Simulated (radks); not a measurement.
Problem. Ionisation ladder of copper, from Cu VIII to Cu XX. Each ion is in the ground configuration listed by NIST, and IE = E(next ion) - E(this ion). Calculated with a radial shooting solver on a logarithmic mesh with Libxc functionals: Dirac Kohn-Sham, PBEsol, spin-unpolarised, spherical densities, finite nucleus; open shells are shared between the two j in proportion to 2j + 1; Fermi nuclear charge, rms radius 3.8823 fm.

species   configuration  IE, Delta-SCF (eV)  <r> HOMO (bohr)
Cu VIII        [Ar] 3d4              165.51            0.698
Cu IX          [Ar] 3d3              196.87            0.672
Cu X           [Ar] 3d2                   ?            0.648
Cu XI          [Ar] 3d1                   ?            0.626
Cu XII             [Ar]              368.70            0.639
Cu XIII    [Ne] 3s2 3p5              404.08            0.628
Cu XIV     [Ne] 3s2 3p4              440.25            0.618
Cu XV      [Ne] 3s2 3p3              477.15            0.608
Cu XVI     [Ne] 3s2 3p2                   ?            0.598
Cu XVII    [Ne] 3s2 3p1              552.64            0.589
Cu XVIII       [Ne] 3s2                   ?            0.589
Cu XIX         [Ne] 3s1              670.01            0.582
Cu XX              [Ne]              1698.4            0.203

Estimate the withheld Delta-SCF values.

Solution. Cu X: 229.98 eV (NIST 232.2); Cu XI: 264.78 eV (NIST 265.3); Cu XVI: 514.66 eV (NIST 519); Cu XVIII: 633.44 eV (NIST 633).

Beside tabulated values, note that spin-unpolarised runs miss the spin-polarisation part of the exchange energy of open shells.
